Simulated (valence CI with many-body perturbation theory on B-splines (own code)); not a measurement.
Energy levels of Te IV

Calculated by configuration interaction combined with many-body perturbation theory (CI+MBPT): three valence electrons over a frozen Dirac-Fock core [Kr] 4d10, a basis of 11 s, 11 p, 9 d, 7 f, 5 g, 2 h, 1 i functions for each j, with the one-electron correlation potential Σ1 (screened to all orders), the two-electron term Σ2, the three-electron term Σ3, Breit, model QED; selected single and double excitations, second order for the rest, scaled by the run's own slope (own B-spline code, finite nucleus).

Against 9 measured levels this calculation errs by 292 cm⁻¹ on average and by 468 at most. These come from a selection out of Moore, Atomic Energy Levels, vol. III, NSRDS-NBS 35 (1971 reprint of NBS Circular 467, 1958), an old analysis. Levels without a partner in it may be off by more.

Levels 1 to 45 of 68, with energies above the lowest level, 5s2 5p 2P°_1/2. "Leading %" is the weight of the configuration and term that name the level; weights of strongly mixed levels are sums over their largest components and can fall short. In the jj column 3d3/2^4 stands for four electrons in 3d with j = 3/2.

| No. | Configuration | Term | J | E (eV) | Leading % | Leading jj | Second component |
| --- | --- | --- | --- | --- | --- | --- | --- |
| 1 | 5s2 5p | 2P° | 1/2 | 0.000 | 97 | 5s^2 5p1/2 (97 %) |  |
| 2 | 5s2 5p | 2P° | 3/2 | 1.144 | 97 | 5s^2 5p3/2 (97 %) |  |
| 3 | 5s 5p2 | 4P | 1/2 | 8.580 | 96 | 5s 5p1/2^2 (60 %) |  |
| 4 | 5s 5p2 | 4P | 3/2 | 9.114 | 98 | 5s 5p1/2 5p3/2 (92 %) |  |
| 5 | 5s 5p2 | 4P | 5/2 | 9.674 | 92 | 5s 5p1/2 5p3/2 (58 %) | 6 % 5s 5p2 2D |
| 6 | 5s 5p2 | 2D | 3/2 | 11.483 | 83 | 5s 5p1/2 5p3/2 (66 %) | 12 % 5s2 5d 2D |
| 7 | 5s 5p2 | 2D | 5/2 | 11.736 | 78 | 5s 5p3/2^2 (52 %) | 12 % 5s2 5d 2D |
| 8 | 5s 5p2 | 2P | 1/2 | 13.602 | 54 | 5s 5p1/2 5p3/2 (46 %) | 42 % 5s 5p2 2S |
| 9 | 5s 5p2 | 2S | 1/2 | 14.768 | 53 | 5s 5p3/2^2 (73 %) | 43 % 5s 5p2 2P |
| 10 | 5s 5p2 | 2P | 3/2 | 14.921 | 90 | 5s 5p3/2^2 (57 %) | 6 % 5s2 5d 2D |
| 11 | 5s2 5d | 2D | 3/2 | 15.850 | 78 | 5s^2 5d3/2 (78 %) | 13 % 5s 5p2 2D |
| 12 | 5s2 5d | 2D | 5/2 | 15.948 | 83 | 5s^2 5d5/2 (83 %) | 12 % 5s 5p2 2D |
| 13 | 5s2 6s | 2S | 1/2 | 16.604 | 96 | 5s^2 6s (96 %) |  |
| 14 | 5s2 6p | 2P° | 1/2 | 20.036 | 95 | 5s^2 6p1/2 (95 %) |  |
| 15 | 5s2 6p | 2P° | 3/2 | 20.357 | 95 | 5s^2 6p3/2 (95 %) |  |
| 16 | 4f 5s2 | 2F° | 7/2 | 21.391 | 91 | 4f7/2 5s^2 (91 %) |  |
| 17 | 4f 5s2 | 2F° | 5/2 | 21.408 | 91 | 4f5/2 5s^2 (91 %) |  |
| 18 | 5p3 | 2D° | 3/2 | 21.790 | 48 | 5p1/2^2 5p3/2 (54 %) | 26 % 5s 5p 5d 2D° |
| 19 | 5p3 | 2D° | 5/2 | 22.180 | 61 | 5p1/2 5p3/2^2 (61 %) | 35 % 5s 5p 5d 2D° |
| 20 | 5p3 | 4S° | 3/2 | 22.390 | 80 | 5p1/2 5p3/2^2 (75 %) | 9 % 5p3 2D° |
| 21 | 5s 5p 5d | 4F° | 3/2 | 23.345 | 93 | 5s 5p1/2 5d3/2 (80 %) |  |
| 22 | 5s 5p 5d | 4F° | 5/2 | 23.573 | 92 | 5s 5p1/2 5d3/2 (38 %) | 4 % 5s 5p 5d 4D° |
| 23 | 5s 5p 5d | 4F° | 7/2 | 23.927 | 91 | 5s 5p1/2 5d5/2 (52 %) | 6 % 5s 5p 5d 4D° |
| 24 | 5p3 | 2P° | 1/2 | 24.358 | 70 | 5p1/2 5p3/2^2 (70 %) | 24 % 5s 5p 5d 2P° |
| 25 | 5s 5p 5d | 4F° | 9/2 | 24.514 | 97 | 5s 5p3/2 5d5/2 (97 %) |  |
| 26 | 5p3 | 2P° | 3/2 | 24.566 | 33 | 5s 5p1/2 5d3/2 (32 %) | 21 % 5s 5p 5d 4D° |
| 27 | 5s 5p 5d | 4P° | 5/2 | 24.645 | 53 | 5s 5p1/2 5d5/2 (81 %) | 35 % 5s 5p 5d 4D° |
| 28 | 5s 5p 5d | 4D° | 1/2 | 24.733 | 87 | 5s 5p1/2 5d3/2 (66 %) | 7 % 5s 5p 5d 4P° |
| 29 | 5s 5p 5d | 4D° | 3/2 | 24.772 | 46 | 5s 5p1/2 5d5/2 (24 %) | 20 % 5p3 2P° |
| 30 | 5s2 6d | 2D | 3/2 | 25.182 | 95 | 5s^2 6d3/2 (95 %) |  |
| 31 | 5s2 6d | 2D | 5/2 | 25.233 | 95 | 5s^2 6d5/2 (95 %) |  |
| 32 | 5s 5p 5d | 4D° | 7/2 | 25.396 | 90 | 5s 5p3/2 5d5/2 (63 %) | 6 % 5s 5p 5d 4F° |
| 33 | 5s2 7s | 2S | 1/2 | 25.411 | 96 | 5s^2 7s (96 %) |  |
| 34 | 5s 5p 5d | 4D° | 5/2 | 25.512 | 58 | 5s 5p3/2 5d3/2 (62 %) | 30 % 5s 5p 5d 4P° |
| 35 | 5s 5p 5d | 4P° | 1/2 | 25.550 | 66 | 5s 5p3/2 5d3/2 (69 %) | 24 % 5s 5p 6s 4P° |
| 36 | 5s 5p 5d | 4P° | 3/2 | 25.574 | 64 | 5s 5p3/2 5d3/2 (76 %) | 27 % 5s 5p 5d 4D° |
| 37 | 5s 5p 5d | 2F° | 5/2 | 25.750 | 73 | 5s 5p1/2 5d5/2 (43 %) | 9 % 5s 5p 5d 2D° |
| 38 | 5s 5p 6s | 4P° | 1/2 | 25.806 | 68 | 5s 5p1/2 6s (70 %) | 24 % 5s 5p 5d 4P° |
| 39 | 5s 5p 5d | 2D° | 3/2 | 25.979 | 59 | 5s 5p3/2 5d5/2 (26 %) | 24 % 5p3 2D° |
| 40 | 5s 5p 6s | 4P° | 3/2 | 26.086 | 82 | 5s 5p1/2 6s (70 %) | 8 % 5s 5p 6s 2P° |
| 41 | 5s 5p 5d | 2D° | 5/2 | 26.245 | 53 | 5s 5p3/2 5d5/2 (60 %) | 18 % 5s 5p 5d 2F° |
| 42 | 5s 5p 6s | 2P° | 1/2 | 26.525 | 69 | 5s 5p1/2 6s (56 %) | 16 % 5s2 7p 2P° |
| 43 | 5s 5p 5d | 2F° | 7/2 | 26.757 | 85 | 5s 5p3/2 5d5/2 (46 %) | 10 % 5s2 5f 2F° |
| 44 | 5s 5p 6s | 4P° | 5/2 | 26.963 | 97 | 5s 5p3/2 6s (97 %) |  |
| 45 | 5s2 7p | 2P° | 3/2 | 26.972 | 67 | 5s^2 7p3/2 (67 %) | 15 % 5s 5p 6s 2P° |

Names give the largest LS component (configuration and term), which can be under half, so a name can repeat, a term be missing and a line seem to break the LS rules; names also repeat where a configuration has a term twice.

Where two levels of one J and parity lie close, their mixing, g and order are uncertain.

The ionisation energy to 5s2 1S_0 of the next ion comes out as 37.644 eV (NIST: 37.4155 eV (measured), further off than twice its uncertainty). All 68 levels together are meant to be complete up to 29.902 eV.
